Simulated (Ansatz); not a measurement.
Consider the formal exchange of groups at a Mg–N bond: `C[N](C)[Mg][N](C)C` + CH₄ → `[CH3][Mg][N](C)C` + dimethylamine.

Gas-phase electronic energies from Ansatz, PBE0-D4/def2-TZVP geometries. CBS: MP2 limit from def2 TZ/QZ plus the TZ coupled-cluster correction, frozen cores. This one scheme is used for every species. For Mg outer-core shells are correlated without core-valence functions, which leaves a few kJ/mol of doubt a bond. One conformer a species, not always the lowest.

`C[N](C)[Mg][N](C)C`:

```xyz
19

C    -1.822    0.943    2.135
N    -0.754    0.065    1.737
C    -0.339   -0.757    2.842
Mg    0.000    0.000    0.000
N     0.754   -0.065   -1.738
C     1.874    0.724   -2.174
C     0.286   -0.911   -2.803
H    -2.710    0.392    2.489
H    -1.526    1.618    2.957
H    -2.152    1.579    1.305
H     0.025   -0.160    3.697
H    -1.159   -1.387    3.229
H     0.475   -1.434    2.558
H     2.245    1.376   -1.375
H     2.726    0.102   -2.500
H     1.621    1.377   -3.028
H    -0.569   -1.521   -2.488
H    -0.041   -0.333   -3.685
H     1.064   -1.608   -3.158
```

CH₄:

```xyz
5

C     0.000    0.000    0.000
H     0.907   -0.576   -0.180
H    -0.782   -0.333   -0.682
H     0.202    1.058   -0.167
H    -0.327   -0.149    1.029
```

`[CH3][Mg][N](C)C`:

```xyz
14

C    -2.569   -0.403    1.850
Mg   -0.897   -0.141    0.644
N     0.636    0.099   -0.459
C     1.676   -0.876   -0.641
C     0.915    1.283   -1.226
H    -3.400   -0.855    1.300
H    -2.927    0.548    2.255
H    -2.353   -1.054    2.703
H     2.665   -0.503   -0.324
H     1.480   -1.788   -0.064
H     1.785   -1.184   -1.696
H     1.869    1.758   -0.936
H     0.132    2.040   -1.100
H     0.989    1.076   -2.308
```

`CNC`:

Cartesian coordinates in Å:
```
C -0.449 -0.957 0.585
N 0.295 0.281 0.582
C 0.505 0.803 -0.748
H -0.631 -1.280 1.612
H 0.140 -1.737 0.093
H -1.420 -0.899 0.063
H -0.182 0.969 1.149
H 1.145 0.117 -1.312
H 1.020 1.765 -0.695
H -0.423 0.939 -1.330
```

```tsv
species	CCSD/def2-TZVPP energy (Eh)
`C[N](C)[Mg][N](C)C`	-468.45581
CH₄	-40.43238
`[CH3][Mg][N](C)C`	-373.95671
`CNC`	-134.90774
```

Work out ΔE.

ΔE = (-373.95671) + (-134.90774) − (-468.45581) − (-40.43238) = 0.02374 Eh = +62.3 kJ/mol. CCSD(T)/CBS gives +62.3 kJ/mol.

Largest T1 diagnostic among the species: 0.011.

The D4 term adds +4.4 kJ/mol with B3LYP and +2.7 kJ/mol with PBE0; it sums over pairs of atoms, weighted by their polarisabilities, and B3LYP, whose exchange is more repulsive, gets the larger term. At CCSD(T), def2-SVP lies +17.4 kJ/mol from the extrapolated value and def2-TZVPP +0.9 kJ/mol. In def2-TZVPP, CCSD(T) changes the Hartree–Fock value by +4.5 kJ/mol (the triples alone add +0.9 kJ/mol) and MP2 by +8.9 kJ/mol.

B3LYP here is the variant with VWN-RPA as its local correlation; programs differ in this.
